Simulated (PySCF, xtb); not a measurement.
GeBr3, SMILES [Br][Ge]([Br])[Br], multiplicity 2.

Harmonic wavenumbers (cm⁻¹) from GFN2-xTB in xtb at its own minimum, in rising order: 63, 63, 80, 205, 219, 219.

### Question
What does ωB97X-D3(BJ)/def2-SVP (PySCF) give at its own minimum? (Estimate from the structure and the level; the computed values follow.)

### Answer
85, 85, 120, 271, 335, 335. Paired by order, the mean absolute difference is 64 cm⁻¹ and the zero-point energies are 1.2 and 1.8 kcal/mol.
